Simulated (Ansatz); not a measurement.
The same ligand exchange along the group Mg, Zn, Cd.

Isolated molecules relaxed with PBE0-D4/def2-TZVP in Ansatz; ΔE leaves out vibrations. CBS: MP2 limit from def2 TZ/QZ plus the TZ coupled-cluster correction, frozen cores. This one scheme is used for every species. Functionals use def2-TZVPP. def2 core potentials past Kr. For Cd, Mg, Zn outer-core shells are correlated without core-valence functions, which leaves a few kJ/mol of doubt a bond. Scalar relativity is left out up to krypton. One conformer a species, not always the lowest.

```json
{"reaction": "`[NH2][Mg][SH]` + HCl → `[SH][Mg][Cl]` + NH₃", "r2SCAN-D4 (eV)": "-1.52", "ωB97X-V (eV)": "-1.50", "LDA (SPW92) (eV)": "-1.38", "MP2/CBS(def2) (eV)": "-1.48"}
{"reaction": "`[NH2][Zn][SH]` + HCl → `[SH][Zn][Cl]` + NH₃", "r2SCAN-D4 (eV)": "-1.22", "ωB97X-V (eV)": "-1.23", "LDA (SPW92) (eV)": "-1.06", "MP2/CBS(def2) (eV)": "-1.22"}
{"reaction": "`[NH2][Cd][SH]` + HCl → `[SH][Cd][Cl]` + NH₃", "r2SCAN-D4 (eV)": "-1.37", "ωB97X-V (eV)": "-1.40", "LDA (SPW92) (eV)": "-1.21", "MP2/CBS(def2) (eV)": "-1.35"}
```

Q: Give the CCSD(T)/CBS values in the same order. (Best estimate.)

A: Ansatz gave: -1.47, -1.25, -1.38 eV.

Largest T1 diagnostic: 0.015, for `[NH2][Zn][SH]`.
